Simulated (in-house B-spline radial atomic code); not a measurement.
## RPA and G0W0 on r2SCAN0: Mn

Configuration [Ar] 3d5 4s2, highest spin, mean-field start r2SCAN0. Computed with a B-spline radial code for spherical atoms: all electrons, non-relativistic, point nucleus, each spin shell either full or empty, empty states to l = 9 with an (l + 1/2)⁻⁴ tail; G0W0 by contour deformation at full frequency.

Command:
```bash
python run_gw.py task.json out
```
Settings (radii: box in bohr, nucleus in fm):
```
Z                        25
electrons                25
configuration            [Ar] 3d5 4s2
hamiltonian              nr
method                   r2scan0
lmax                     9
spin_polarised           True
box_radius               40
intervals                54
ion_configuration        [Ar] 3d5 4s1
```

Cost of the run: 5.4 s on 1 thread of Arm Neoverse V1, on a shared host.

Energies (hartree):

```
                                     term        value
                         mean-field total  -1150.96195
Hartree-Fock functional on these orbitals  -1149.85924
                      direct second order      -1.8835
                    second-order exchange      0.61865
                         SOSEX correction      0.55224
```

What is the RPA correlation energy, and what remains with SOSEX?

RPA gives -1.5982 hartree (-1.74 eV per electron); RPA + SOSEX gives -1.046, and the second-order doubles -1.2649 hartree (no singles). SOSEX takes back 35 % of the RPA value.

Quasi-particle levels (eV):

```csv
level,occupied,mean field,Σx - vxc,Σc,QP weight,G0W0
4s down,yes,-5.128,-0.95,?,?,?
4s up,yes,-6.250,-1.21,-1.05,0.872,-8.509
4p down,no,-0.776,2.06,-0.93,0.902,0.353
```

G0W0 = mean field + (Σx - vxc) + Σc, with Σc (partial-wave tail included) taken at the quasi-particle energy. Only the outer levels were computed. Levels of low weight are left out. An empty level above zero is unbound and depends on the box.

Where does G0W0 put 4s down?

At -7.332 eV, with Σc = -1.26 eV and a quasi-particle weight of 0.891. The tabulated removal energy is 7.434 eV (NIST, measured); the calculation leaves out relativity, Breit and QED terms, and what these don't explain is the method's own error.

What does it cost to remove one electron (to [Ar] 3d5 4s1) by differences of total energies, each species on its own start (correlation terms add to the Hartree-Fock functional)?

r2SCAN0 6.894 eV, Hartree-Fock functional 5.919 eV, + RPA 7.453 eV, + RPA + SOSEX 7.129 eV, + second order 7.861 eV. Tabulated: 7.434 eV (NIST, measured); the calculation leaves out relativity, Breit and QED terms, and what these don't explain is the method's own error.
